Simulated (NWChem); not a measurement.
# BH2SOF; SMILES OB(F)S

```xyz
6

B      0.0138    -0.4576     0.0000
F     -1.1188    -1.1691     0.0000
O      1.2227    -1.0722     0.0000
H      1.1325    -2.0385     0.0000
S     -0.1217     1.3612     0.0000
H      1.2067     1.5946     0.0000
```
Atoms are numbered in this order, from 1.

Geometry: optimised at B3LYP/6-31G* (spherical d). B3LYP is NWChem's, with the RPA form of VWN correlation.

 Unshifted, non-relativistic core excitations; the lowest 4 roots alone, so stronger bands may lie above.

**Question.** List the first O K-edge excitations from B3LYP/6-311G** (spherical d), restricted-window TDA (NWChem).

**Answer.** 
```tsv
state	energy (eV)	dipole oscillator strength	leading excitation (squared amplitude)
S1	520.0	0.0168	1s of atom 3 or its equivalents → LUMO+2 (1.00)
S2	520.1	0.0138	1s of atom 3 or its equivalents → LUMO+1 (0.75)
S3	520.7	0.0002	1s of atom 3 or its equivalents → LUMO (0.78)
S4	522.1	0.0067	1s of atom 3 or its equivalents → LUMO+3 (0.93)
```
